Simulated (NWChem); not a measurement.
System meant: CH4Cl2SSi; SMILES CS[SiH](Cl)Cl

The following NWChem deck was run.

```
start job
memory heap 200 mb stack 900 mb global 1100 mb
geometry units angstroms noautoz
  Si     0.021637    -0.343417     0.461250
  Cl     1.946123    -0.375323    -0.286724
  Cl    -0.966486    -2.059626    -0.072214
  S     -1.091493     1.256296    -0.362979
  C     -0.023754     2.655377     0.122951
  H      0.149683    -0.289834     1.938324
  H     -0.475468     3.551717    -0.322069
  H      0.008200     2.779407     1.214435
  H      0.992199     2.530084    -0.275612
end
basis spherical
  * library def2-svp
end
dft
  odft
  mult 2
  xc xpbe96 cpbe96
  iterations 150
  mulliken
end
task dft energy
```

End of the output:

```
                                 NWChem DFT Module
                                 -----------------

 Summary of "ao basis" -> "ao basis" (spherical)
 ------------------------------------------------------------------------------
       Tag                 Description            Shells   Functions and Types
 ---------------- ------------------------------  ------  ---------------------
 Si                         def2-svp                 8       18   4s3p1d
 Cl                         def2-svp                 8       18   4s3p1d
 S                          def2-svp                 8       18   4s3p1d
 C                          def2-svp                 6       14   3s2p1d
 H                          def2-svp                 3        5   2s1p

 Summary of "ao basis" -> "ao basis" (spherical)
 ------------------------------------------------------------------------------
       Tag                 Description            Shells   Functions and Types
 ---------------- ------------------------------  ------  ---------------------
 Si                         def2-svp                 8       18   4s3p1d
 Cl                         def2-svp                 8       18   4s3p1d
 S                          def2-svp                 8       18   4s3p1d
 C                          def2-svp                 6       14   3s2p1d
 H                          def2-svp                 3        5   2s1p

  number of electrons :                   74
  multiplicity        :                    2
 ------------------------------------------------------------------------
  no. of electrons and multiplicity not compatible                  74
 ------------------------------------------------------------------------
 ------------------------------------------------------------------------
  current input line :
    24: task dft energy
 ------------------------------------------------------------------------
 ------------------------------------------------------------------------
 There is an error in the input file
 ------------------------------------------------------------------------
 For more information see the NWChem manual at https://nwchemgit.github.io

0: no. of electrons and multiplicity not compatible:Received an Error in Communication
```

**Question.** What is wrong, and how is it mended?

**Answer.** The program refused the input. Cause: the multiplicity doesn't fit the number of electrons (an even count wants an odd multiplicity, and the reverse). This input runs:
```
start job
memory heap 200 mb stack 900 mb global 1100 mb
geometry units angstroms noautoz
  Si     0.021637    -0.343417     0.461250
  Cl     1.946123    -0.375323    -0.286724
  Cl    -0.966486    -2.059626    -0.072214
  S     -1.091493     1.256296    -0.362979
  C     -0.023754     2.655377     0.122951
  H      0.149683    -0.289834     1.938324
  H     -0.475468     3.551717    -0.322069
  H      0.008200     2.779407     1.214435
  H      0.992199     2.530084    -0.275612
end
basis spherical
  Si library def2-svp
  Cl library def2-svp
  S library def2-svp
  C library def2-svp
  H library def2-svp
end
dft
  xc xpbe96 cpbe96
  iterations 150
  mulliken
end
task dft energy
```
It converges to -1647.42850 Ha (PBE/def2-SVP).
